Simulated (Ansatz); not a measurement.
Cost and result for the atomization energy of C2H6F2Ge, SMILES `[CH3][GeH2][CH](F)F` (11 atoms, 10 bonds).

| atom | x (Å) | y (Å) | z (Å) |
| --- | --- | --- | --- |
| C1 | 1.1247 | 1.0664 | -0.6139 |
| Ge2 | -0.1586 | 0.3940 | 0.6882 |
| C3 | -0.9694 | -1.2837 | -0.0346 |
| F4 | -1.7778 | -1.8706 | 0.8921 |
| F5 | 0.0166 | -2.1793 | -0.3394 |
| H6 | 0.6253 | 1.3112 | -1.5522 |
| H7 | 1.8857 | 0.3097 | -0.8076 |
| H8 | 1.6124 | 1.9658 | -0.2364 |
| H9 | -1.3045 | 1.3934 | 0.9246 |
| H10 | 0.5114 | 0.0322 | 2.0222 |
| H11 | -1.5659 | -1.1390 | -0.9431 |

Charge 0, multiplicity 1. Correlated methods include outer-core shells of Ge, which these sets cover unevenly. Scalar relativity is left out up to krypton. The geometry is a stationary point of PBE0-D4/def2-TZVP. It is one conformer, not always the lowest. Program: Ansatz. All runs use 4 threads of an Arm Neoverse V2 on a shared host. Times are those of one run each, without the atoms' runs, and a repeat can differ threefold. Electronic energies, without spin–orbit coupling; frozen cores. CCSD(T)/CBS adds CCSD(T) − MP2 in def2-TZVPP to the MP2 limit, and its time is that of the two runs behind it. T1 = 0.012. With those shells the extrapolation isn't a true limit. B3LYP takes the VWN-RPA correlation (the form of Gaussian; ORCA's B3LYP/G).

CCSD(T)/CBS is a level of theory with its own doubt, some kJ/mol a heavy atom from the limit and from the frozen cores, so smaller differences don't rank the functionals.

```
                             level  functions  atomization (kJ/mol)  difference from CCSD(T)/CBS  per bond
  ωB97M-V/def2-TZVPP (with forces)        256                3818.4                         -8.7      -0.9
   PBE-D4/def2-TZVPP (with forces)        256                3892.8                         65.7       6.6
r2SCAN-D4/def2-TZVPP (with forces)        256                3833.4                          6.3       0.6
 B3LYP-D4/def2-TZVPP (with forces)        256                3804.5                        -22.6      -2.3
                PBE0-D4/def2-TZVPP        256                3815.8                        -11.3      -1.1
                 CCSD(T)/CBS(def2)          –                3827.1                          0.0       0.0
                    MP2/def2-QZVPP        497                3845.9                         18.8       1.9
                ωB97X-V/def2-TZVPP        256                3837.3                         10.2       1.0
                 B2PLYP/def2-TZVPP        256                3774.6                        -52.5      -5.2
                CCSD(T)/def2-TZVPP        256                3744.9                        -82.2      -8.2
```

Order the runs by time, with rough figures. (Estimate.)

Ansatz gave: PBE-D4/def2-TZVPP (with forces) 2.9 s; PBE0-D4/def2-TZVPP 3 s; B3LYP-D4/def2-TZVPP (with forces) 4.5 s; r2SCAN-D4/def2-TZVPP (with forces) 4.7 s; B2PLYP/def2-TZVPP 5.5 s; ωB97X-V/def2-TZVPP 8 s; ωB97M-V/def2-TZVPP (with forces) 12 s; MP2/def2-QZVPP 29 s; CCSD(T)/def2-TZVPP 5.2 min; CCSD(T)/CBS(def2) 5.7 min.

From PBE to PBE0 (25 % exact exchange), in def2-TZVPP and without D4, the atomization energy moves by −74.0 kJ/mol: exact exchange takes away binding that semilocal exchange gives to molecules. In def2-TZVPP, CCSD(T) changes the Hartree–Fock value by +983.2 kJ/mol (the triples alone add +55.4 kJ/mol) and MP2 by +1036.4 kJ/mol; breaking electron pairs costs correlation energy, which Hartree–Fock lacks. The D4 term adds +30.0 kJ/mol with B3LYP and +15.7 kJ/mol with PBE0; it sums over pairs of atoms, weighted by their polarisabilities, and B3LYP, whose exchange is more repulsive, gets the larger term.
